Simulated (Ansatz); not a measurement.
Geometry optimisation, RKS PBE0-D4/def2-mTZVP in Ansatz 0.2.0.

Input file:

```yaml
crystal:
  periodic: [false, false, false]
  atoms:
    - { symbol: Sn, position_ang: [0.0, 0.0, 0.0] }
    - { symbol: O, position_ang: [0.0, 0.0, 1.96] }
    - { symbol: H, position_ang: [-0.9095, -0.2814, 2.2971] }
    - { symbol: O, position_ang: [1.8483, 0.0, -0.6527] }
    - { symbol: H, position_ang: [2.1646, -0.9521, -0.7693] }
    - { symbol: O, position_ang: [-0.9232, 1.5994, -0.6527] }
    - { symbol: H, position_ang: [-1.881, 1.3686, -0.8751] }
    - { symbol: H, position_ang: [-0.8195, -1.4198, -0.5794] }
basis:
  gaussian: { orbitals: def2-mTZVP }
hamiltonian:
  xc: pbe0
  dispersion: d4
relax:
  f_tol: 0.02
  max_steps: 40
```

Run as:

```bash
$ ansatz run input.yaml --threads 4 --pin off --max-ram 5120MiB --backend cpu --events-out ev --progress --plain --runs-dir out
```

Problem. Where does it end, and by what steps?

Solution. The run converged. The force dipped under the threshold on the way, but the program's further checks kept it going. After 34 steps the energy has fallen by 0.412 eV; H7 moved furthest, 1.15 Å.

| step | energy less start (eV) | largest force component (eV/Å) | accepted |
| --- | --- | --- | --- |
| 0 | 0.0000 | 1.945 | yes |
| 2 | -0.2287 | 0.321 | yes |
| 4 | -0.2524 | 0.527 | no |
| 6 | -0.2929 | 0.149 | yes |
| 8 | -0.2007 | 1.963 | no |
| 10 | -0.3498 | 0.116 | yes |
| 12 | -0.3523 | 0.521 | no |
| 14 | -0.3606 | 0.639 | no |
| 16 | -0.3744 | 0.167 | yes |
| 18 | -0.3818 | 0.141 | yes |
| 20 | -0.3751 | 1.140 | no |
| 22 | -0.3859 | 0.851 | no |
| 24 | -0.3941 | 0.223 | yes |
| 26 | -0.4006 | 0.029 | yes |
| 28 | -0.4049 | 0.190 | no |
| 30 | -0.4098 | 0.040 | yes |
| 32 | -0.4094 | 0.241 | no |
| 34 | -0.4116 | 0.003 | yes |

```xyz
8
Properties=species:S:1:pos:R:3
Sn -0.331 -0.436 -0.104
O -0.051 -0.521 1.842
H -0.353 0.281 2.283
O 1.432 -0.200 -0.945
H 2.124 -0.039 -0.292
O -1.381 1.187 -0.475
H -0.849 1.869 -0.900
H -1.110 -1.826 -0.681
```

Whether the end is a true minimum wasn't checked by a vibrational analysis.

Run time: 47 s on 4 threads of Intel(R) Xeon(R) Platinum 8259CL CPU @ 2.50GHz (Skylake/Cascade Lake), on a shared host, peak memory 0.28 GiB.
